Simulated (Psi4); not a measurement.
Approach curve of the dimer C2H6 ··· Br2 (SMILES CC and BrBr). Monomers: optimised at B3LYP-D3(BJ) (def2-TZVP), held rigid. Orientation: a random orientation, not optimised. Only R, the distance of the centres of mass, is varied, so the lowest point isn't the relaxed dimer.

Geometry at R = 5.40 Å (first 8 atoms: monomer A):
```
10

C     -0.7540     0.0488     0.1071
C      0.7540    -0.0488    -0.1071
H     -1.2344     0.6052    -0.7002
H     -1.2144    -0.9405     0.1448
H     -0.9898     0.5578     1.0438
H      1.2344    -0.6049     0.7004
H      0.9898    -0.5581    -1.0436
H      1.2143     0.9405    -0.1451
Br     2.4128    -4.5937     3.3394
Br     3.0686    -2.4568     2.7339
```

Computed with SAPT0/jun-cc-pVDZ, frozen core (Psi4).

Components in kcal/mol:

```
R / Å  electrostatics  exchange  induction  dispersion  total
-----  --------------  --------  ---------  ----------  -----
4.84            -1.16      3.48      -0.39       -1.33   0.60
5.01            -0.68      2.02      -0.22       -1.00   0.11
5.19            -0.39      1.13      -0.12       -0.76  -0.14
5.40            -0.20      0.57      -0.06       -0.55  -0.24
5.62            -0.11      0.28      -0.03       -0.40  -0.25
5.76            -0.07      0.18      -0.02       -0.33  -0.24
6.06            -0.03      0.07      -0.01       -0.22  -0.19
6.40            -0.01      0.02       0.00       -0.14  -0.14
6.90            -0.01      0.00       0.00       -0.08  -0.08
7.56             0.00      0.00       0.00       -0.04  -0.05
8.61             0.00      0.00       0.00       -0.02  -0.02
9.91             0.00      0.00       0.00       -0.01  -0.01
```
